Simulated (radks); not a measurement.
All-electron atom: Cl2+ in [Ne] 3s2 3p3.

All-electron calculation, Dirac Kohn-Sham, PBE, spin-unpolarised, spherical densities, point nucleus; open shells fill j = l - 1/2 first. Program: a radial shooting solver on a logarithmic mesh with Libxc functionals.

Energy parts (eV):
| part | energy |
|---|---|
| total | -12517.121 |
| kinetic | 12584.370 |
| electron-nucleus | -29470.702 |
| Hartree | 5111.860 |
| exchange-correlation | -742.649 |

Orbitals (lengths in bohr, moments of r in powers of bohr; r(max) is where P^2 peaks):
[
 {"orbital": "1s1/2", "occ.": "2", "eigenvalue (eV)": "-2779.635", "r(max)": "0.05946", "<r>": "0.09096", "<r^2>": "0.01113", "<r^4>": "0.0003202"},
 {"orbital": "2s1/2", "occ.": "2", "eigenvalue (eV)": "-280.5019", "r(max)": "0.3616", "<r>": "0.4436", "<r^2>": "0.2339", "<r^4>": "0.09860"},
 {"orbital": "2p1/2", "occ.": "2", "eigenvalue (eV)": "-220.6551", "r(max)": "0.3002", "<r>": "0.4047", "<r^2>": "0.2041", "<r^4>": "0.08895"},
 {"orbital": "2p3/2", "occ.": "4", "eigenvalue (eV)": "-218.9532", "r(max)": "0.3021", "<r>": "0.4070", "<r^2>": "0.2063", "<r^4>": "0.09074"},
 {"orbital": "3s1/2", "occ.": "2", "eigenvalue (eV)": "-44.8908", "r(max)": "1.249", "<r>": "1.442", "<r^2>": "2.390", "<r^4>": "9.134"},
 {"orbital": "3p1/2", "occ.": "2", "eigenvalue (eV)": "-31.7705", "r(max)": "1.346", "<r>": "1.599", "<r^2>": "2.984", "<r^4>": "15.08"},
 {"orbital": "3p3/2", "occ.": "1", "eigenvalue (eV)": "-31.6078", "r(max)": "1.351", "<r>": "1.605", "<r^2>": "3.006", "<r^4>": "15.30"},
 {"orbital": "3d3/2", "occ.": "0", "eigenvalue (eV)": "-13.9590", "r(max)": "1.657", "<r>": "2.180", "<r^2>": "5.792", "<r^4>": "66.08"},
 {"orbital": "3d5/2", "occ.": "0", "eigenvalue (eV)": "-13.9515", "r(max)": "1.658", "<r>": "2.182", "<r^2>": "5.799", "<r^4>": "66.21"},
 {"orbital": "4s1/2", "occ.": "0", "eigenvalue (eV)": "-12.5016", "r(max)": "3.408", "<r>": "3.712", "<r^2>": "15.51", "<r^4>": "351.3"}
]

The highest occupied level is 3p3/2 at -31.608 eV. For comparison, the ionisation energy in NIST's Atomic Spectra Database is 39.8 eV (semi-empirical). In exact Kohn-Sham theory the highest level is minus the ionisation energy, but local and semilocal functionals leave it too shallow, through self-interaction and a potential that decays too fast; potentials with the right tail come closer. The density falls to 0.001 e/bohr^3 at r = 3.29 bohr. Summed over all electrons, <r^2> = 15.48 bohr^2, which gives a Langevin (diamagnetic) susceptibility term of -12.3 x 10^-6 cm^3/mol.

Beside tabulated values, note that spin-unpolarised runs miss the spin-polarisation part of the exchange energy of open shells.
